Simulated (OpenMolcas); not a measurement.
# Rh3+: moving or changing the point charges

Rh3+ among 4 point charges of -2.5 e arranged as a square (D4h), 2.02 Å from the ion.

- Program: OpenMolcas
- Method: SS-CASPT2, IPEA 0.25 Eh, imaginary shift 0.1 Eh (closed shells correlated: 4s 4p)
- Basis: ANO-RCC-VDZP [6s5p3d1f]
- Scalar Hamiltonian: DKH2, point nucleus
- Active space: 6 electrons in 5 orbitals (4d)
- State averaging: 2S+1 = 5 even, 5 roots; 2S+1 = 3 even, 45 roots; 2S+1 = 1 even, 50 roots
- Spin-orbit coupling: state interaction with AMFI integrals over the reference wave functions

Runs around this geometry, states (labels of D4, the rotations of D4h). Energies in cm-1 above the lowest state or level, χT in cm3 K/mol.

```json
{"R (Å)": "2.02", "q (e)": "-1.62", "Ground state": "5A1", "First state of that spin": "5E 4130", "First gap with spin-orbit (degeneracies)": "100 (1, 2)", "χT at 300 K": "3.970", "First state of another spin": "3B2 14420"}
{"R (Å)": "1.84", "q (e)": "-2.5", "Ground state": "5A1", "First state of that spin": "5E 15630", "First gap with spin-orbit (degeneracies)": "300 (1, 2)", "χT at 300 K": "2.319", "First state of another spin": "3E 1240"}
{"R (Å)": "2.02", "q (e)": "-2.5", "Ground state": "5A1", "First state of that spin": "5E 9840", "First gap with spin-orbit (degeneracies)": "94 (1, 2)", "χT at 300 K": "3.349", "First state of another spin": "3E 8750"}
{"R (Å)": "2.17", "q (e)": "-2.5", "Ground state": "5A1", "First state of that spin": "5E 7170", "First gap with spin-orbit (degeneracies)": "91 (1, 2)", "χT at 300 K": "3.554", "First state of another spin": "3E 12740"}
```

Taking the first state of the same spin as R^-n, n = -ln(7170 / 15630) / ln(2.17 / 1.84) = 4.7 between the shortest and longest distance.

Scaling the charges by -1.62 / -2.5 = 0.65 scales the first state of the same spin by 4130 / 9840 = 0.42; with fixed orbitals a first-order splitting would follow the charge.

This shell can be high or low spin here, a state of another spin lies low, and with metal d orbitals alone active their balance is uncertain, so the ground spin may be wrong. Point charges give a weaker field than real ligands, and real ions of this kind are as a rule low spin; the high spin found here belongs to the model. Free-ion shares, where given, are those of the reference states; single-state CASPT2 does not remix them. Spin-orbit coupling mixes the spin-free states strongly: the lowest level takes only 63 % from its leading state, 5A1 (holds for R = 1.84, q = -2.5). This is an electrostatic model: the charges have no orbitals. No measured value stands beside these numbers.
